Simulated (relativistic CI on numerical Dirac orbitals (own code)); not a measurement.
**N⁺: sensitivity of the levels to the model**

Base calculation: Dirac-Coulomb-Breit CI, separate exchange-only KLI orbitals for each configuration, QED by a radiative potential, valence Slater integrals scaled by 0.85, P86 correlation energy added to each configuration.

Configuration list (outside the closed core 1s2): 2s²2p², 2s2p³, 2s²2p3s, 2s²2p3p, 2s²2p3d, 2p⁴, 2s²2p4s, 2s²2p4p, 2s²2p4d, 2s²2p4f, 2s²2p5s, 2s²3s², 2s²2p5p, 2s²2p5d, 2s²2p5f, 2s²2p5g, 2s²3s3p, 2s2p²3s, 2s²3s3d, 2s²3p², 2p³3s, 2s²3p3d, 2s2p²3p. Levels of other configurations are missing.

The lowest level and the first level of each name with at least 55 % of one term (blank where a level has no safe partner in the second run):

| Level | Base (cm⁻¹) | Shift (cm⁻¹) |
| --- | --- | --- |
| 2s²2p² ³P0 | 0.0 | 0.0 |
| 2s²2p² ³P1 | 46.9 | 0.0 |
| 2s²2p² ³P2 | 125.1 | -0.1 |
| 2s²2p² ¹D2 | 15295.3 | +9.6 |
| 2s²2p² ¹S0 | 27665.2 | -69.4 |
| 2s2p³ ⁵S°2 | 46218.2 | -878.2 |
| 2s2p³ ³D°3 | 95242.4 | -917.8 |
| 2s2p³ ³D°2 | 95256.7 | -917.9 |
| 2s2p³ ³D°1 | 95259.3 | -917.9 |
| 2s2p³ ³P°2 | 109793.9 | -940.9 |
| 2s2p³ ³P°1 | 109794.0 | -940.9 |
| 2s2p³ ³P°0 | 109800.6 | -940.9 |
| 2s²2p3s ³P°0 | 145789.3 | -4116.9 |
| 2s²2p3s ³P°1 | 145840.9 | -4116.8 |

For a near-neutral ion this model can misplace configurations by up to about 10,000 cm⁻¹ (more where the count of f electrons changes) and terms by 10 to 25 % of their spread. Rates follow the energies as ν³ (E1, M1) or ν⁵ (E2), so they and the lifetimes can be off by large factors. The fine structure of a lone outer electron comes out too small, for d and f at times inverted, and misplaced configurations move strength between like terms. 29 of the 39 excited levels that our extract of the measured tables holds in this range could be paired (the sources list more); they are missed by 4030 cm⁻¹ on average and 5583 at most, and levels without a partner can miss by more.

**Question.** One thing was changed in a second run, which moved the levels as shown. Which?
A. configuration mixing switched off
B. Breit term removed
C. QED terms removed
D. self-excluded LDA correlation estimate
E. no correlation estimate

**Answer.** E. No correlation estimate. A correlation estimate moves all levels of a configuration together before mixing; mixed levels move by a weighted share.
